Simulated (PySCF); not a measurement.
Compound: C3H7GeN.
Geometry (PBE0-D3(BJ)/def2-SVP, Å), atoms numbered from 1 in this order:
```
atom  x, y, z in Å
C1    -0.602    1.155    0.042
C2     0.721    1.213   -0.162
Ge3    1.410   -0.591   -0.221
N4    -0.303   -1.228   -0.043
C5    -1.272   -0.183    0.176
H6    -1.233    2.050    0.113
H7     1.257    2.159   -0.267
H8     2.076   -1.015   -1.550
H9     2.366   -0.988    0.932
H10   -0.532   -2.134    0.340
H11   -1.749   -0.235    1.177
H12   -2.112   -0.227   -0.550
```

Computed, not measured: PySCF, PBE0-D3(BJ)/def2-SVP geometry optimisation, gas phase.

Masses are those of the commonest isotopes; rigid-rotor values at the optimised geometry. 

Q: Give the principal moments of inertia and the rotational constants in MHz.

A: Ia = 78.84, Ib = 163.39, Ic = 232.49 u·Å²; 505379 MHz·u·Å²/I gives A = 6410, B = 3093, C = 2174 MHz.

Q: What kind of rotor is it?

A: An asymmetric top; Ray's κ = -0.566.

Q: Is it planar, by Δ = Ic − Ia − Ib?

A: Not planar: Δ = Ic − Ia − Ib = -9.73 u·Å². For a rigid frame Δ = −2 Σ m c², so Σ m c² = 4.87 u·Å² lies off the ab plane: 4.79 from hydrogen and 0.08 from heavier atoms. The atom farthest from that plane is 1.28 Å away.

Q: Give the other two planar moments, Paa and Pbb, and the rms extents of the mass along the axes.

A: Paa = Σ m a² = (Ib + Ic − Ia)/2 = 158.52 and Pbb = Σ m b² = (Ia + Ic − Ib)/2 = 73.97 u·Å². With the mass M = 130.98 u, the rms extents √(P/M) along a, b and c are 1.10, 0.75, 0.19 Å.

Q: Where do the levels up to J = 3 lie, in MHz?

A: Above 0(0,0):
J = 1: 1(0,1) 5267, 1(1,1) 8584, 1(1,0) 9503
J = 2: 2(0,2) 15634, 2(1,2) 18198, 2(1,1) 20957, 2(2,1) 30908, 2(2,0) 31074
J = 3: 3(0,3) 30804, 3(1,3) 32524, 3(1,2) 38021, 3(2,2) 46709, 3(2,1) 47506, 3(3,1) 65690, 3(3,0) 65709
The levels of one J sum to (2J + 1)J(J + 1)(A + B + C)/3.

Q: Which types of transition are allowed, and where do some lines up to J = 4 fall?

A: The dipole components are |μa| = 0.81 D, |μb| = 0.29 D, |μc| = 0.60 D. Intensities carry the squares of the components, which stand as 1.00 : 0.13 : 0.54 (a : b : c). Some of the stronger lines:

| type | branch | J(Ka,Kc) | MHz | lower level (cm⁻¹) |
| --- | --- | --- | --- | --- |
| a | Q | 4(2,2) ← 4(2,3) | 2207 | 2.256 |
| c | Q | 2(1,2) ← 2(0,2) | 2564 | 0.522 |
| a | Q | 2(1,1) ← 2(1,2) | 2758 | 0.607 |
| b | R | 4(2,2) ← 3(3,1) | 4163 | 2.191 |
| a | R | 1(0,1) ← 0(0,0) | 5267 | 0.000 |
| c | R | 1(1,0) ← 0(0,0) | 9503 | 0.000 |
| c | Q | 2(2,1) ← 2(1,1) | 9952 | 0.699 |
| b | Q | 2(2,0) ← 2(1,1) | 10118 | 0.699 |
| b | R | 3(0,3) ← 2(1,2) | 12605 | 0.607 |
| b | R | 2(1,2) ← 1(0,1) | 12932 | 0.176 |
| b | R | 4(1,3) ← 3(2,2) | 13824 | 1.558 |
| c | R | 2(1,1) ← 1(0,1) | 15690 | 0.176 |
| a | R | 3(2,2) ← 2(2,1) | 15801 | 1.031 |
| b | R | 2(2,1) ← 1(1,0) | 21405 | 0.317 |
| a | R | 4(2,2) ← 3(2,1) | 22347 | 1.585 |
| b | R | 3(2,2) ← 2(1,1) | 25752 | 0.699 |
| b | Q | 4(4,0) ← 4(3,1) | 26061 | 2.908 |
| c | R | 3(2,1) ← 2(1,1) | 26550 | 0.699 |
| b | R | 4(2,3) ← 3(1,2) | 29625 | 1.268 |
| c | R | 4(2,2) ← 3(1,2) | 31832 | 1.268 |
| c | R | 3(3,0) ← 2(2,0) | 34634 | 1.037 |
| c | R | 4(4,0) ← 3(3,0) | 47523 | 2.192 |
| b | R | 4(4,0) ← 3(3,1) | 47542 | 2.191 |

Not checked by PBE0-D3(BJ)/def2-SVP frequencies. Constants of a rigid frame at the computed geometry: no zero-point averaging, no centrifugal distortion. A rigid rotor knows nothing of inversion at nitrogen, which can split or shift real lines. Quadrupole hyperfine structure (14N) is left out.

The run took 63 s on Arm Neoverse V1, one thread, shared host with 32 logical CPUs at a one-minute load of 13, and the process peaked at 0.52 GiB of memory. This is the geometry optimisation.
